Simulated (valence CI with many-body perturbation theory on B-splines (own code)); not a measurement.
# E1 transitions of Te20+

Calculated by relativistic CI+MBPT: four valence electrons over a frozen Dirac-Fock core [Ar] 3d10, radial functions for each j: 11 s, 11 p, 9 d, 7 f, 5 g, 2 h, 1 i, with the one-electron correlation potential Σ1, the two-electron term Σ2, the three-electron term Σ3, Breit, model QED; selected CI, second order for the rest (own B-spline code, finite nucleus).

No measured spectrum was set against this ion. As an estimate, levels hold to about 250 cm⁻¹ or 0.2 % of their energy and the worst to 1 %, as in measured heavy ions of charge 2 to 7; those with d or f electrons hold less well.

Lines 1 to 50 of 227 in falling wavelength, among levels below 169.98 eV, chosen from the strongest by gf and those to the six lowest levels. Wavelengths and rates use the calculated energies, so an error of 1000 cm⁻¹ moves a line at 42.65 nm by 0.43 % and its rate by three times that or more. Electric multipoles are in the length gauge, E1 and E2 with the static RPA response of the core. Weak lines are less certain than strong ones. Lines between different terms over intervals too small for the method are left out, as are lines whose strength nearly cancels. Where a level lies close to another of its J and parity, the split of strength between their lines is uncertain. The highest levels of a list are the least certain.

Names give the largest LS component (configuration and term), which can be under half, so a name can repeat, a term be missing and a line seem to break the LS rules; names also repeat where a configuration has a term twice. Letters in brackets count levels of one name in rising energy.

| λ vac (nm) | Upper | Lower | A (s⁻¹) | S (a.u.) with core polarisation | S without |
| --- | --- | --- | --- | --- | --- |
| 42.65 | 4s4p³ ⁵S°_2 | 4s²4p² ³P_2 | 2.78e+07 | 5.32e-03 | 5.79e-03 |
| 38.64 | 4s4p³ ³D°_1 | 4s²4p² ¹S_0 | 3.80e+07 | 3.25e-03 | 3.54e-03 |
| 34.91 | 4s4p²4d ⁵D_4 | 4s²4p4d ³D°_3 | 6.29e+08 | 1.19e-01 | 1.30e-01 |
| 32.97 | 4s4p³ ³D°_1 | 4s²4p² ³P_2 | 2.83e+08 | 1.50e-02 | 1.63e-02 |
| 30.27 | 4p⁴ ¹D_2 | 4s4p³ ¹P°_1 | 2.84e+09 | 1.94e-01 | 2.12e-01 |
| 30.18 | 4s4p³ ³D°_2 | 4s²4p² ³P_2 | 1.95e+08 | 1.32e-02 | 1.44e-02 |
| 29.88 | 4p⁴ ³P_2 | 4s4p³ ³S°_1 | 2.64e+09 | 1.74e-01 | 1.89e-01 |
| 29.66 | 4s4p³ ⁵S°_2 | 4s²4p² ¹D_2 | 8.77e+08 | 5.65e-02 | 6.15e-02 |
| 29.37 | 4s4p²4d ⁵F_5 | 4s²4p4d ³F°_4 | 1.47e+09 | 2.02e-01 | 2.20e-01 |
| 28.14 | 4s4p³ ⁵S°_2 | 4s²4p² ³P_1 | 1.40e+09 | 7.70e-02 | 8.39e-02 |
| 28.05 | 4s4p²4d ³F_4 [b] | 4s²4p4d ¹F°_3 | 1.61e+09 | 1.58e-01 | 1.72e-01 |
| 27.75 | 4s4p³ ³D°_3 | 4s²4p² ³P_2 | 2.78e+09 | 2.05e-01 | 2.24e-01 |
| 27.24 | 4s4p³ ³P°_1 | 4s²4p² ¹S_0 | 8.87e+08 | 2.66e-02 | 2.89e-02 |
| 26.47 | 4p⁴ ³P_2 | 4s4p³ ¹D°_2 | 4.10e+09 | 1.88e-01 | 2.05e-01 |
| 26.16 | 4p⁴ ³P_0 | 4s4p³ ³S°_1 | 1.45e+10 | 1.28e-01 | 1.39e-01 |
| 25.12 | 4p⁴ ³P_1 | 4s4p³ ³P°_2 | 4.60e+09 | 1.08e-01 | 1.18e-01 |
| 24.63 | 4s4p³ ³D°_1 | 4s²4p² ¹D_2 | 2.72e+09 | 6.02e-02 | 6.55e-02 |
| 24.47 | 4p⁴ ¹D_2 | 4s4p³ ³P°_2 | 9.19e+09 | 3.32e-01 | 3.62e-01 |
| 24.46 | 4s4p²4d ³D_2 [a] | 4s²4p4d ³P°_2 [b] | 2.67e+09 | 9.64e-02 | 1.05e-01 |
| 24.29 | 4s4p³ ³P°_1 | 4s²4p² ³P_2 | 2.45e+08 | 5.20e-03 | 5.64e-03 |
| 24.02 | 4s4p³ ³S°_1 | 4s²4p² ¹S_0 | 2.32e+09 | 4.75e-02 | 5.18e-02 |
| 23.94 | 4s4p³ ¹D°_2 | 4s²4p² ³P_2 | 1.82e+09 | 6.17e-02 | 6.72e-02 |
| 23.57 | 4s4p³ ³D°_1 | 4s²4p² ³P_1 | 1.60e+08 | 3.10e-03 | 3.36e-03 |
| 23.18 | 4p⁴ ³P_0 | 4s4p³ ³P°_1 | 1.38e+10 | 8.49e-02 | 9.25e-02 |
| 23.13 | 4p⁴ ³P_1 | 4s4p³ ³S°_1 | 9.10e+09 | 1.67e-01 | 1.82e-01 |
| 23.10 | 4s4p²4d ³D_2 [b] | 4s²4p4d ³P°_1 | 2.98e+09 | 9.06e-02 | 9.89e-02 |
| 23.09 | 4s4p²4d ³D_3 [c] | 4s²4p4d ³P°_2 [b] | 3.65e+09 | 1.55e-01 | 1.69e-01 |
| 23.07 | 4s4p²4d ³D_3 [a] | 4s²4p4d ³F°_4 | 2.55e+09 | 1.08e-01 | 1.18e-01 |
| 23.04 | 4s4p³ ³D°_2 | 4s²4p² ¹D_2 | 2.92e+08 | 8.79e-03 | 9.59e-03 |
| 22.98 | 4p⁴ ³P_2 | 4s4p³ ³D°_3 | 1.65e+10 | 4.95e-01 | 5.39e-01 |
| 22.36 | 4s4p²4d ³F_3 [b] | 4s²4p4d ¹D°_2 | 2.82e+09 | 1.09e-01 | 1.19e-01 |
| 22.11 | 4s4p³ ³D°_2 | 4s²4p² ³P_1 | 7.75e+09 | 2.07e-01 | 2.25e-01 |
| 21.93 | 4p⁴ ¹S_0 | 4s4p³ ¹P°_1 | 3.22e+10 | 1.68e-01 | 1.83e-01 |
| 21.91 | 4s4p²4d ³F_4 [b] | 4s²4p4d ³F°_4 | 5.54e+09 | 2.59e-01 | 2.82e-01 |
| 21.70 | 4s4p³ ³S°_1 | 4s²4p² ³P_2 | 2.31e+09 | 3.50e-02 | 3.81e-02 |
| 21.64 | 4s4p²4d ³G_5 | 4s²4p4d ³F°_4 | 1.12e+10 | 6.14e-01 | 6.70e-01 |
| 21.60 | 4s4p³ ³D°_3 | 4s²4p² ¹D_2 | 4.49e+09 | 1.56e-01 | 1.70e-01 |
| 21.55 | 4p⁴ ³P_2 | 4s4p³ ³D°_2 | 8.02e+09 | 1.98e-01 | 2.15e-01 |
| 21.50 | 4s4p²4d ³D_3 [c] | 4s²4p4d ¹D°_2 | 2.10e+09 | 7.21e-02 | 7.87e-02 |
| 21.10 | 4s4p²4d ³P_2 [a] | 4s²4p4d ³F°_2 | 4.27e+09 | 9.91e-02 | 1.08e-01 |
| 21.10 | 4s4p²4d ³F_2 [b] | 4s²4p4d ³F°_3 | 3.66e+09 | 8.48e-02 | 9.23e-02 |
| 21.04 | 4p⁴ ³P_1 | 4s4p³ ¹D°_2 | 8.58e+09 | 1.18e-01 | 1.29e-01 |
| 20.64 | 4s4p²4d ³F_4 [a] | 4s²4p4d ³F°_3 | 2.40e+09 | 9.38e-02 | 1.03e-01 |
| 20.58 | 4p⁴ ¹D_2 | 4s4p³ ¹D°_2 | 1.19e+10 | 2.56e-01 | 2.79e-01 |
| 20.48 | 4s4p²4d ³D_3 [a] | 4s²4p4d ³P°_2 [a] | 1.18e+10 | 3.51e-01 | 3.83e-01 |
| 20.32 | 4p⁴ ³P_2 | 4s4p³ ³D°_1 | 4.58e+09 | 9.48e-02 | 1.03e-01 |
| 20.20 | 4s4p³ ³P°_2 | 4s²4p² ³P_2 | 1.80e+10 | 3.66e-01 | 3.99e-01 |
| 20.13 | 4s4p²4d ³D_3 [b] | 4s²4p4d ³P°_2 [a] | 1.35e+10 | 3.81e-01 | 4.16e-01 |
| 19.96 | 4s4p²4d ³G_4 | 4s²4p4d ³F°_3 | 1.82e+10 | 6.44e-01 | 7.01e-01 |
| 19.67 | 4s4p²4d ³G_3 | 4s²4p4d ³F°_2 | 1.71e+10 | 4.50e-01 | 4.91e-01 |
